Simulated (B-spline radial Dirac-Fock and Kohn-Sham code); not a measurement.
# Dipole and non-dipole photoemission parameters of Ge²⁺ 3p3/2

System: the Ge²⁺ ion, configuration [Ar] 3d10 4s2; threshold 145.7 eV (orbital energy of the model). Model: Dirac-Hartree-Slater photoionisation with a Latter tail; cross sections with all multipoles, angular parameters from the dipole term and its interference with E2. Program: an atomic code on a B-spline grid.

For linearly polarised light dσ/dΩ = σ/(4π) [1 + β P₂(cos θ) + (δ + γ cos²θ) sin θ cos φ], with θ from the polarisation vector and φ the angle between the beam and the projection of the electron momentum on the plane normal to the polarisation.

| hν (eV) | σ (kb) | β | γ | δ |
| --- | --- | --- | --- | --- |
| 316 | 436 | 1.296 | 0.134 | 0.008 |
| 333 | 417 | 1.342 | 0.115 | 0.006 |
| 463 | 289 | 1.529 | 0.008 | 0.000 |
| 496 | 263 | 1.552 | -0.006 | 0.000 |
| 555 | ? | ? | ? | ? |
| 562 | 219 | 1.584 | -0.021 | 0.001 |
| 600 | 197 | 1.597 | -0.024 | 0.001 |
| 800 | 120 | 1.626 | 0.003 | 0.003 |
| 821 | 114 | 1.627 | 0.009 | 0.003 |
| 823 | 113 | 1.627 | 0.009 | 0.003 |
| 1070 | 67.3 | 1.620 | 0.090 | 0.006 |
| 2000 | 15.9 | 1.518 | 0.420 | 0.018 |
| 2970 | 5.69 | 1.405 | 0.686 | 0.035 |
| 3390 | 3.96 | 1.360 | 0.778 | 0.042 |
| 4000 | 2.49 | 1.299 | 0.894 | 0.054 |
| 5290 | 1.10 | 1.186 | 1.090 | 0.078 |
| 5414.7 | 1.03 | 1.176 | 1.106 | 0.081 |
| 5980 | 0.762 | 1.133 | 1.173 | 0.092 |
| 6980 | 0.475 | 1.064 | 1.275 | 0.112 |
| 7200 | 0.431 | 1.050 | 1.295 | 0.116 |
| 8600 | 0.246 | 0.967 | 1.404 | 0.143 |
| 8870 | 0.223 | 0.952 | 1.423 | 0.148 |
| 9150 | 0.202 | 0.937 | 1.441 | 0.154 |

Question: Give the values at 555 eV.

Answer: σ = 223 kb, β = 1.581, γ = -0.020, δ = 0.000.

Values without a named source are computed, but for edge energies of neutral atoms, which are taken from tables.
